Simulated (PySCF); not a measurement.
A geometry optimisation, step by step.

Compound: C7H11ClO.
Numbering: `[O:1]=[C:2]([Cl:3])[CH:4]1[CH2:5][CH2:6][CH2:7][CH2:8][CH2:9]1` (hydrogens: H10 on C4; H11, H12 on C5; H13, H14 on C6; H15, H16 on C7; H17, H18 on C8; H19, H20 on C9)

Computed by this run: PBE0-D3(BJ)/def2-SVP geometry optimisation, gas phase (PySCF 2.14.0); density fitting, grid level 1; the optimiser is geomeTRIC in internal coordinates, started from a GFN2-xTB structure with every atom displaced at random (about 0.01 Å). 7 of its 10 geometries are shown. The frame can shift and turn from step to step; on so coarse a grid that alone can change the energy by a few meV, and forces under 0.02 eV/Å are noise.

Step 0: E = -21983.4630 eV, largest atomic force 2.847 eV/Å
```
atom  x, y, z in Å  |  force x, y, z in eV/Å
O1      1.809   -1.504    1.293   -0.342   1.120  -1.039
C2      1.900   -0.528    0.598    0.873  -1.297   1.198
Cl3     3.214    0.614    0.931    0.506   0.402   0.240
C4      1.139   -0.109   -0.600   -2.769  -0.363   0.554
C5      0.474    1.271   -0.416    0.513  -0.089   1.369
C6     -0.606    1.244    0.670   -0.372  -0.035  -1.301
C7     -1.677    0.233    0.299   -0.073  -0.020   0.469
C8     -1.069   -1.152    0.129   -0.949   0.198   0.070
C9      0.023   -1.146   -0.895    0.704  -0.140  -0.843
H10     1.813   -0.055   -1.421    1.047   0.036  -0.983
H11     1.240    1.999   -0.137    0.188   0.228  -0.132
H12     0.035    1.585   -1.347   -0.285   0.181  -0.856
H13    -0.182    0.964    1.617    0.494  -0.170   0.927
H14    -1.052    2.237    0.796    0.041   0.212  -0.007
H15    -2.161    0.533   -0.638   -0.150   0.129  -0.214
H16    -2.458    0.229    1.077   -0.037  -0.105  -0.084
H17    -0.676   -1.482    1.087    0.155  -0.271   0.454
H18    -1.868   -1.860   -0.160    0.209  -0.028   0.031
H19     0.477   -2.150   -0.969   -0.052   0.082  -0.090
H20    -0.425   -0.908   -1.887    0.302  -0.070   0.236
```

Step 2: E = -21983.6357 eV, largest atomic force 0.435 eV/Å
```
atom  x, y, z in Å  |  force x, y, z in eV/Å
O1      2.032   -1.648    0.970   -0.203  -0.141  -0.294
C2      1.992   -0.568    0.487   -0.155  -0.057   0.403
Cl3     3.135    0.660    1.118    0.144   0.237  -0.103
C4      1.085   -0.062   -0.617    0.264  -0.105  -0.113
C5      0.463    1.305   -0.326   -0.034   0.083   0.010
C6     -0.617    1.215    0.746    0.008  -0.011   0.037
C7     -1.692    0.205    0.362    0.015  -0.011  -0.013
C8     -1.084   -1.169    0.094    0.015   0.018  -0.001
C9      0.013   -1.101   -0.966    0.013   0.028   0.085
H10     1.783    0.052   -1.470   -0.066   0.010   0.009
H11     1.247    2.024   -0.046   -0.039  -0.017  -0.008
H12     0.016    1.670   -1.267    0.002  -0.004   0.013
H13    -0.154    0.914    1.705   -0.004   0.021  -0.013
H14    -1.057    2.210    0.920   -0.003  -0.003  -0.013
H15    -2.208    0.560   -0.549   -0.015  -0.002   0.009
H16    -2.461    0.139    1.149    0.012  -0.003   0.007
H17    -0.656   -1.569    1.029   -0.005  -0.014  -0.001
H18    -1.861   -1.883   -0.221    0.000   0.003  -0.003
H19     0.476   -2.088   -1.103    0.024  -0.034  -0.014
H20    -0.430   -0.812   -1.934    0.029   0.002   0.003
```

Step 3: E = -21983.6462 eV, largest atomic force 0.262 eV/Å
```
atom  x, y, z in Å  |  force x, y, z in eV/Å
O1      1.988   -1.664    0.954    0.137   0.087   0.075
C2      1.979   -0.571    0.500   -0.245  -0.032  -0.085
Cl3     3.139    0.671    1.081    0.133  -0.094   0.088
C4      1.088   -0.062   -0.612    0.074   0.006  -0.065
C5      0.464    1.307   -0.323   -0.053   0.030   0.003
C6     -0.617    1.217    0.748    0.005  -0.014  -0.008
C7     -1.690    0.203    0.364    0.015  -0.008  -0.003
C8     -1.080   -1.169    0.095   -0.002   0.005  -0.004
C9      0.018   -1.099   -0.963   -0.008   0.016   0.032
H10     1.788    0.051   -1.462   -0.007   0.018  -0.007
H11     1.246    2.028   -0.041   -0.027  -0.015  -0.014
H12     0.021    1.672   -1.264   -0.017   0.006  -0.009
H13    -0.154    0.919    1.707    0.000   0.007   0.013
H14    -1.060    2.210    0.919   -0.005   0.001  -0.012
H15    -2.209    0.557   -0.546   -0.012   0.001   0.006
H16    -2.458    0.135    1.152    0.013  -0.003   0.006
H17    -0.652   -1.572    1.029   -0.013  -0.007  -0.004
H18    -1.856   -1.884   -0.222    0.001   0.010  -0.002
H19     0.484   -2.086   -1.100    0.010  -0.011  -0.012
H20    -0.420   -0.810   -1.933    0.001  -0.004   0.002
```

Step 4: E = -21983.6462 eV, largest atomic force 0.279 eV/Å
```
atom  x, y, z in Å  |  force x, y, z in eV/Å
O1      1.982   -1.672    0.947   -0.107   0.023   0.084
C2      1.971   -0.574    0.506    0.205  -0.102  -0.160
Cl3     3.207    0.606    1.073   -0.093   0.088  -0.017
C4      1.089   -0.051   -0.609   -0.034   0.042   0.036
C5      0.454    1.316   -0.324    0.012  -0.053   0.027
C6     -0.627    1.222    0.746    0.004  -0.007  -0.002
C7     -1.693    0.200    0.366    0.004   0.001  -0.006
C8     -1.075   -1.168    0.097    0.003  -0.001  -0.006
C9      0.023   -1.092   -0.960   -0.026  -0.025  -0.008
H10     1.788    0.061   -1.458    0.018   0.013   0.039
H11     1.228    2.044   -0.044    0.046   0.012   0.016
H12     0.008    1.674   -1.268    0.003  -0.002   0.001
H13    -0.163    0.933    1.707   -0.004   0.003   0.009
H14    -1.079    2.213    0.911   -0.001   0.002  -0.008
H15    -2.216    0.549   -0.544   -0.011   0.003   0.008
H16    -2.459    0.128    1.155    0.007  -0.003   0.009
H17    -0.648   -1.569    1.031   -0.009  -0.007  -0.004
H18    -1.848   -1.886   -0.221    0.000   0.002  -0.007
H19     0.494   -2.077   -1.097   -0.007   0.012  -0.007
H20    -0.414   -0.805   -1.931   -0.012   0.000  -0.004
```

Step 6: E = -21983.6523 eV, largest atomic force under 0.02 eV/Å
```
atom  x, y, z in Å  |  force x, y, z in eV/Å
O1      1.969   -1.651    0.978   -0.008   0.001   0.013
C2      1.972   -0.569    0.502   -0.009  -0.008  -0.009
Cl3     3.182    0.641    1.064    0.015   0.002  -0.004
C4      1.089   -0.056   -0.615    0.003  -0.010  -0.012
C5      0.459    1.311   -0.323   -0.009   0.003   0.015
C6     -0.619    1.215    0.751    0.005  -0.004  -0.003
C7     -1.689    0.197    0.371    0.002   0.001  -0.005
C8     -1.077   -1.171    0.090    0.003  -0.001   0.004
C9      0.020   -1.094   -0.968    0.010   0.001   0.004
H10     1.790    0.061   -1.463    0.005   0.013   0.001
H11     1.237    2.034   -0.042    0.000  -0.002  -0.002
H12     0.011    1.674   -1.264   -0.004   0.001  -0.001
H13    -0.152    0.923    1.709   -0.003   0.003   0.005
H14    -1.068    2.207    0.919   -0.001   0.001  -0.004
H15    -2.218    0.553   -0.532   -0.007   0.000   0.005
H16    -2.449    0.122    1.165    0.006  -0.003   0.006
H17    -0.650   -1.583    1.020   -0.005  -0.003  -0.001
H18    -1.854   -1.883   -0.232   -0.001   0.004  -0.008
H19     0.487   -2.079   -1.112    0.001   0.000  -0.003
H20    -0.419   -0.800   -1.936   -0.002   0.000  -0.001
```

Step 8: E = -21983.6542 eV, largest atomic force 0.030 eV/Å
```
atom  x, y, z in Å  |  force x, y, z in eV/Å
O1      1.930   -1.622    1.021   -0.002  -0.010   0.001
C2      1.968   -0.562    0.499    0.015   0.026   0.004
Cl3     3.231    0.626    0.995    0.001  -0.019  -0.002
C4      1.090   -0.050   -0.620   -0.013  -0.012   0.001
C5      0.456    1.313   -0.312   -0.002   0.002   0.000
C6     -0.617    1.205    0.765   -0.002   0.004  -0.001
C7     -1.686    0.186    0.385   -0.003   0.001   0.002
C8     -1.077   -1.178    0.076   -0.005  -0.004   0.003
C9      0.020   -1.084   -0.981    0.009   0.010  -0.008
H10     1.791    0.079   -1.465   -0.004   0.004  -0.004
H11     1.235    2.035   -0.029   -0.006   0.000   0.000
H12     0.003    1.682   -1.247    0.002   0.004   0.001
H13    -0.147    0.912    1.722    0.001  -0.004  -0.001
H14    -1.070    2.194    0.938    0.001  -0.001   0.005
H15    -2.232    0.554   -0.504    0.004  -0.001  -0.001
H16    -2.433    0.096    1.190   -0.001   0.000  -0.001
H17    -0.652   -1.610    0.997    0.004   0.002  -0.001
H18    -1.856   -1.879   -0.262   -0.001   0.001   0.000
H19     0.486   -2.068   -1.142    0.001  -0.002   0.005
H20    -0.421   -0.778   -1.945    0.003  -0.001  -0.001
```

Step 9: E = -21983.6545 eV, largest atomic force 0.025 eV/Å
```
atom  x, y, z in Å  |  force x, y, z in eV/Å
O1      1.915   -1.615    1.031   -0.002  -0.006   0.001
C2      1.968   -0.562    0.495    0.016   0.020   0.002
Cl3     3.256    0.610    0.966   -0.007  -0.012  -0.004
C4      1.090   -0.046   -0.622   -0.001  -0.004   0.003
C5      0.455    1.315   -0.304    0.000  -0.003  -0.001
C6     -0.616    1.200    0.773   -0.003   0.003   0.001
C7     -1.686    0.183    0.389   -0.002   0.000   0.004
C8     -1.077   -1.179    0.070   -0.006  -0.002  -0.001
C9      0.020   -1.079   -0.987   -0.003   0.003  -0.006
H10     1.789    0.089   -1.467   -0.006   0.003  -0.003
H11     1.234    2.036   -0.019   -0.001   0.001   0.003
H12     0.001    1.689   -1.237    0.003   0.002   0.001
H13    -0.146    0.904    1.729    0.002  -0.005  -0.002
H14    -1.070    2.189    0.951    0.002  -0.001   0.006
H15    -2.236    0.556   -0.494    0.006   0.000  -0.003
H16    -2.429    0.087    1.197   -0.004   0.002  -0.004
H17    -0.653   -1.619    0.988    0.004   0.002  -0.002
H18    -1.857   -1.876   -0.274   -0.001  -0.001   0.002
H19     0.486   -2.062   -1.152    0.000   0.000   0.004
H20    -0.422   -0.768   -1.949    0.002  -0.001  -0.002
```

Problem. Summarise the path.

Solution. The energy falls by 4.42 kcal/mol from step 0 to step 9; nine tenths of that is first reached at step 2. It falls at every step. The largest force goes from 2.847 to 0.025 eV/Å. Among the bonds C4–H10 changes most, from 1.063 to 1.105 Å; the atoms move by 0.050 Å rms after alignment.

Problem. Follow the three bonds and two angles with the largest change from start to end.

Solution. 
```
step  E above end (kcal/mol)  largest force (eV/Å)  C4–H10 (Å)  C2–C4 (Å)  C2–Cl3 (Å)  C2–C4–H10 (°)  O1–C2–C4 (°)
   0                    4.42                 2.847       1.063      1.480       1.773          108.3         131.3
   1                    0.75                 0.635       1.117      1.516       1.795          102.2         124.9
   2                    0.43                 0.435       1.108      1.516       1.792          102.6         128.4
   3                    0.19                 0.262       1.106      1.514       1.797          103.1         126.7
   4                    0.19                 0.279       1.106      1.515       1.800          103.4         126.9
   5                    0.07                 0.039       1.106      1.514       1.800          103.3         127.1
   6                    0.05            under 0.02       1.106      1.513       1.801          103.4         127.3
   7                    0.02                 0.037       1.105      1.512       1.803          103.6         127.5
   8                    0.01                 0.030       1.105      1.512       1.804          103.7         127.7
   9                    0.00                 0.025       1.105      1.512       1.804          103.8         127.7
```

The cost below is that of the whole optimisation. On Arm Neoverse V1, one thread, shared host, this took 3.1 min and 0.85 GiB of memory at its peak.
